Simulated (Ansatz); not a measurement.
`[SiH3]C(Cl)Cl` → `Cl[C]Cl` + SiH₄ at 600 K and 1 bar (formal loss of a carbene).

Program: Ansatz. Geometries: PBE0-D4/def2-TZVP. ΔE: electronic, gas phase. CBS: MP2 limit from def2 TZ/QZ plus the TZ coupled-cluster correction, frozen cores. This one scheme is used for every species.

```json
{"species": "`[SiH3]C(Cl)Cl`", "CCSD(T)/CBS energy (Eh)": "-1249.07910", "H − E (kJ/mol)": "167.0", "S (J/(mol·K))": "403.9"}
{"species": "`Cl[C]Cl`", "CCSD(T)/CBS energy (Eh)": "-957.49147", "H − E (kJ/mol)": "37.9", "S (J/(mol·K))": "299.7"}
{"species": "SiH₄", "CCSD(T)/CBS energy (Eh)": "-291.46306", "H − E (kJ/mol)": "108.7", "S (J/(mol·K))": "242.3"}
```

H − E and S are ideal-gas, rigid-rotor, harmonic terms from PBE0-D4/def2-TZVP. 1 Eh = 2625.50 kJ/mol, R = 8.31446 J/(mol·K).

**Question.** By hand: ΔE, ΔH, ΔS and ΔG.

**Answer.** ΔE = (-957.49147) + (-291.46306) − (-1249.07910) = 0.12457 Eh = 327.1 kJ/mol. Δ(H − E) = 37.9 + 108.7 − 167.0 = -20.4, so ΔH = 306.7 kJ/mol. ΔS = 299.7 + 242.3 − 403.9 = 138.1 J/(mol·K). ΔG = 306.7 − 600 × (138.1)/1000 = 223.8 kJ/mol.

**Question.** By hand: the equilibrium constant, and the temperature at which ΔG would vanish if ΔH and ΔS stayed fixed.

**Answer.** log₁₀ K = −ΔG/(RT ln 10) = -19.5. ΔG = 0 at ΔH/ΔS = 2221 K.

The number of gas molecules changes by +1, which sets the sign of ΔS. A doubt of 5 kJ/mol in ΔE shifts log₁₀ K by 0.4 here. These are equilibria of isolated gas molecules and say nothing of rates. Largest T1 diagnostic: 0.020 (customary marks: 0.02 for closed shells, 0.045 for open ones).
